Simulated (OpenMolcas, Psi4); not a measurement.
CH5InO2 (SMILES [CH3][In]([OH])[OH]): the vertical ionisation energy from total energies

The species is CH5InO2 (9 atoms), meant as a singlet with charge 0. As SMILES, `[CH3][In]([OH])[OH]`. The shape is that of a PBE0-D4/def2-TZVP optimisation. This is one conformer, not always the lowest.

| atom | x (Å) | y (Å) | z (Å) |
| --- | --- | --- | --- |
| C | -0.0866 | 0.9202 | -1.3662 |
| In | 0.1229 | -0.3361 | 0.3378 |
| O | 1.4408 | -1.8060 | 0.5009 |
| O | -0.8986 | -0.3129 | 2.0486 |
| H | -1.1264 | 0.9292 | -1.6928 |
| H | 0.2121 | 1.9363 | -1.1077 |
| H | 0.5475 | 0.5489 | -2.1698 |
| H | 1.3655 | -2.2434 | 1.3531 |
| H | -1.5771 | 0.3637 | 2.0961 |

Both states at this one shape; open shells run unrestricted unless said. 1 Eh = 27.2114 eV.

```tsv
level	program	singlet CH5InO2 (Eh)	doublet [CH5InO2]+ (Eh)	HOMO of the first (eV)
HF/def2-SVP (core potential)	OpenMolcas	-379.573254	-379.244638	-11.33
wB97X-V/def2-SVP (core potential)	Psi4	-381.475980	-381.090958	-10.21
```

Work out the vertical ionisation energy at each level.


1. HF/def2-SVP (core potential): -379.244638 − (-379.573254) = 0.328616 Eh = 8.94 eV; −ε(HOMO) = 11.33 eV.
2. wB97X-V/def2-SVP (core potential): -381.090958 − (-381.475980) = 0.385022 Eh = 10.48 eV; −ε(HOMO) = 10.21 eV.

No measured value is set beside it here; the levels span 8.94 to 10.48 eV. In Hartree–Fock, −ε(HOMO) (Koopmans) exceeds the difference of totals by the orbital relaxation of the ion. Hartree–Fock favours the state with fewer electron pairs, since it lacks pair correlation. Spin-orbit coupling, which splits open shells on such heavy atoms by tenths of an eV, is left out.
